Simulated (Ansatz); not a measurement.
CH$_{5}$B$_{2}$F, SMILES `CBBF`, relaxed with RKS PBE0-D4/def2-TZVP in Ansatz 0.2.0 from a PBE-D4/def2-SVP geometry. The force threshold is 0.005 eV/Å; the program also tests the step.

The species carries charge 0 and has multiplicity 1.

Start:

```xyz
9

C    -0.675   -1.088   -0.234
B     0.534   -0.157    0.110
B     0.514    1.534    0.112
F     0.143    2.279    1.164
H    -1.045   -1.353    0.791
H    -1.528   -0.626   -0.769
H    -0.399   -2.053   -0.703
H     1.589   -0.709    0.408
H     0.867    2.173   -0.880
```

Question: How much energy does the relaxation release, and in how many steps? (Best estimate.)

Answer: Ansatz gave: 3.01 kJ/mol, in 8 steps.

Question: Which bonds change most? (Estimate.)

Answer: Ansatz gave: B3–H9 from 1.232 to 1.210 Å; B2–H8 from 1.227 to 1.205 Å; C1–H5 from 1.121 to 1.104 Å; C1–H6 from 1.107 to 1.091 Å.

Question: Give the relaxed structure. (Estimate.)

Answer: Computed: 
```xyz
9

C    -0.668   -1.075   -0.221
B     0.546   -0.161    0.116
B     0.516    1.521    0.095
F     0.148    2.241    1.152
H    -1.057   -1.353    0.775
H    -1.496   -0.608   -0.757
H    -0.400   -2.021   -0.698
H     1.578   -0.706    0.419
H     0.834    2.163   -0.880
```
